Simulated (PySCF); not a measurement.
HF2OS (cation, charge +1), SMILES [OH+]=S(F)F, singlet (PBE0/def2-SVP optimised geometry):

```
5

O      0.691    -0.755     0.000
S     -0.840    -0.755     0.000
F     -1.202    -1.027    -1.486
F     -1.202     0.755     0.000
H      1.202    -0.214    -0.649
```

Calculation: PySCF with PBE0/def2-TZVP.

What are the frontier orbital energies?

HOMO-2 -19.62 eV, HOMO-1 -18.85 eV, HOMO -18.37 eV, LUMO -8.44 eV, LUMO+1 -8.05 eV.

On the same geometry PBE/def2-TZVP (PySCF) gives HOMO-2 -17.68 eV, HOMO-1 -16.93 eV, HOMO -16.69 eV, LUMO -9.51 eV, LUMO+1 -9.16 eV.

Meta-Löwdin charges at PBE0/def2-TZVP: O1 -0.52, S2 1.72, F3 -0.31, F4 -0.31, H5 0.43.
